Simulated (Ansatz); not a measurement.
Gas-phase electronic energies from Ansatz, PBE0-D4/def2-TZVP geometries. CCSD(T)/CBS is the MP2 limit (def2-TZVPP, def2-QZVPP) plus CCSD(T) − MP2 in def2-TZVPP, frozen cores. This one scheme is used for every species. DFT in def2-TZVPP. B3LYP here is the variant with VWN-RPA as its local correlation; programs differ in this. For Ge outer-core shells are correlated without core-valence functions, which leaves a few kJ/mol of doubt a bond. Scalar relativity is left out up to krypton. One conformer a species, not always the lowest.

`B[BH][GeH3]` + H₂O → `BBO` + GeH₄  (formal hydrolysis of a B–Ge bond)

| level | ΔE (kcal/mol) | difference from CCSD(T)/CBS |
| --- | --- | --- |
| r2SCAN-D4 | -26.4 | 0.3 |
| B3LYP-D4 | -28.3 | -1.6 |
| r2SCANh-D4 | -26.7 | 0.0 |
| BHLYP-D4 | -29.8 | -3.1 |
| CAM-B3LYP-D4 | -30.5 | -3.8 |
| B3LYP | -29.5 | -2.8 |
| r2SCANh | -26.9 | -0.2 |
| MP2/def2-SVP | -37.2 | -10.5 |
| CCSD(T)/def2-TZVPP | -28.3 | -1.6 |
| HF/CBS(def2) | -34.0 | -7.3 |
| CCSD(T)/CBS | -26.7 | 0 |

Largest T1 diagnostic among the species: 0.013.

At CCSD(T), def2-SVP lies −10.1 kcal/mol from the extrapolated value and def2-TZVPP −1.6 kcal/mol. From BLYP to BHLYP (50 % exact exchange), in def2-TZVPP and without D4, ΔE moves by −2.3 kcal/mol. The D4 term adds +1.2 kcal/mol with B3LYP and +0.7 kcal/mol with PBE0; it sums over pairs of atoms, weighted by their polarisabilities, and B3LYP, whose exchange is more repulsive, gets the larger term.
